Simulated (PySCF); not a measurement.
**Diatomics of Bi with the alkali metals**

PBE0 with double-zeta basis sets in PySCF, for the lowest determinant that a PBE0 search found; no spin–orbit coupling. De refers to high-spin ground-configuration atoms. A positive dipole means M(−)Bi(+).

```
 M     basis  state (unpaired electrons)  Re (Å)  ωe (cm⁻¹)  De (eV)  μ (D)
Li  def2-SVP              triplet (π ↑↑)   2.689        371     1.40  -6.07
Na  def2-SVP              triplet (π ↑↑)   2.991        186     1.10  -6.18
 K  def2-SVP              triplet (π ↑↑)   3.407        128     1.04  -8.60
Cs  def2-SVP              triplet (π ↑↑)   3.736       78.1     1.04  -9.50
```

Task: The row for M = Rb is missing. Estimate Re, ωe and De as the mean of the rows for K and Cs, and compare with the calculation.

Result: The means are 3.572 Å, 103 cm⁻¹ and 1.04 eV. PBE0 in def2-SVP gives RbBi as a triplet (π ↑↑) with Re = 3.557 Å, ωe = 94.7 cm⁻¹, De = 1.01 eV, so the estimate is off by +1.5 pm, +9 % and +0.03 eV.

These are scalar-relativistic numbers at best; spin–orbit coupling would shift them, the dissociation energy most. States were picked by a PBE0 search and need not be the measured ground states.
